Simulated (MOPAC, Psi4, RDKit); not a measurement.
Internal rotation in SMILES CCC[SiH2]Br. Scanned: dihedral C1–C2–C3–Si4; all other coordinates were relaxed at GFN2-xTB. Points at φ and −φ are mirror images. Heavy atoms are numbered in the order of the SMILES CCC[SiH2]Br, hydrogens after them in the order of the atoms that carry them; the mirror image has the same energies with the sign of each dihedral reversed. Each profile is relative to its own lowest point.

```
φ / °     A     B     C
-----  ----  ----  ----
-165    0.5   1.2   2.2
-150    2.0   4.5   7.7
-135    3.5   8.2  13.2
-120    4.0  10.1  15.0
-105    3.4   8.9  11.6
-90     3.5   6.2   6.6
-75     5.5   4.3   4.7
-60     8.7   3.9   9.2
-45    13.2   6.0  18.2
-30    18.2  10.6  28.6
-15    22.6  15.6  37.0
0      24.6  18.0  40.3
15     22.6  15.6  37.0
30     18.2  10.6  28.6
45     13.2   6.0  18.2
60      8.7   3.9   9.2
75      5.5   4.3   4.7
90      3.5   6.2   6.6
105     3.4   8.9  11.6
120     4.0  10.1  15.0
135     3.5   8.2  13.2
150     2.0   4.5   7.7
165     0.5   1.2   2.2
180     0.0   0.0   0.0
```

Energies in kJ/mol.

Problem. Assign the columns to these levels of theory: AM1, restricted, heats of formation // GFN2-xTB (MOPAC 23.2.5); RDKit with MMFF94 // GFN2-xTB; PBE/def2-TZVP // GFN2-xTB (Psi4).

Solution. A is AM1; B is PBE/def2-TZVP; C is MMFF94.

MMFF94 has few fitted parameters for silicon.
